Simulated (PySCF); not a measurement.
C4H8OSi, SMILES C=C([SiH3])CC=O.

Coordinates come from a B3LYP-D3(BJ)/def2-SVP optimisation. This is a generated structure with no PubChem entry under its InChIKey; it may be hypothetical. Other conformers were not sampled.

Two levels are set side by side: TDA-PBE/def2-SVPD (PySCF) and TDA-LC-ωPBE/def2-SVPD (PySCF). Vertical, same geometry. The lowest singlet is HOMO→LUMO 98 % with PBE and HOMO→LUMO 42 %, HOMO→LUMO+1 31 %, HOMO−1→LUMO 9 %, HOMO−1→LUMO+1 6 % with the other functional; states are paired by order. Differences are taken from unrounded values.

```
quantity                              TDA-LC-ωPBE
------------------------------------  -----------
lowest singlet excitation (eV)               4.28
lowest triplet excitation (TDA) (eV)         3.59
```

### Question
What does TDA-PBE give, and how far is it from TDA-LC-ωPBE? (Estimate from the structure and the level; the computed values follow.)

### Answer

```json
[
 {"quantity": "lowest singlet excitation (eV)", "TDA-PBE": "3.96", "TDA-PBE minus TDA-LC-ωPBE": "-0.32"},
 {"quantity": "lowest triplet excitation (TDA) (eV)", "TDA-PBE": "3.36", "TDA-PBE minus TDA-LC-ωPBE": "-0.23"}
]
```

Functionals without exact exchange tend to place singlet excitations lower, as here. Differences between two approximate levels are no errors against the true value.

Rough cost on one machine, each run with all the roots and properties that it gave: TDA-LC-ωPBE against TDA-PBE about 4 times.
